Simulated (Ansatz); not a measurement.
Reaction (isomerisation): `C/C=C\BCl` → `CB/C=C/Cl`

Computed with Ansatz on PBE0-D4/def2-TZVP structures; ΔE is electronic, products minus reactants. CCSD(T)/CBS is the MP2 limit (def2-TZVPP, def2-QZVPP) plus CCSD(T) − MP2 in def2-TZVPP, frozen cores. Double bonds are as drawn, so ΔE can hold a change between cis and trans. Functionals use def2-TZVPP. B3LYP here is the variant with VWN-RPA as its local correlation; programs differ in this. One conformer a species, not always the lowest.

(1) Is it downhill or uphill in electronic energy at CCSD(T)/CBS, and by how much? (An estimate is asked.)

(2) What do these levels give: PBE-D4, r2SCAN-D4, PBE0-D4, B2PLYP, PBE0, B3LYP, HF/def2-TZVPP, CCSD/def2-TZVPP, SCS-MP2/def2-QZVPP, HF/CBS(def2), MP2/CBS(def2), CCSD/CBS(def2)? (Best estimate.)

Largest T1 diagnostic among the species: 0.012.

Answers

(1) The calculation gave: Uphill: ΔE = +111.8 kJ/mol.

(2) Ansatz gave: PBE-D4 104.9, r2SCAN-D4 108.4, PBE0-D4 109.7, B2PLYP 111.4, PBE0 109.6, B3LYP 109.0, HF/def2-TZVPP 120.6, CCSD/def2-TZVPP 114.0, SCS-MP2/def2-QZVPP 112.8, HF/CBS(def2) 120.1, MP2/CBS(def2) 113.1, CCSD/CBS(def2) 112.9 kJ/mol.

In def2-TZVPP, CCSD(T) changes the Hartree–Fock value by −7.7 kJ/mol (the triples alone add −1.1 kJ/mol) and MP2 by −6.4 kJ/mol. From PBE to PBE0 (25 % exact exchange), in def2-TZVPP and without D4, ΔE moves by +4.9 kJ/mol.
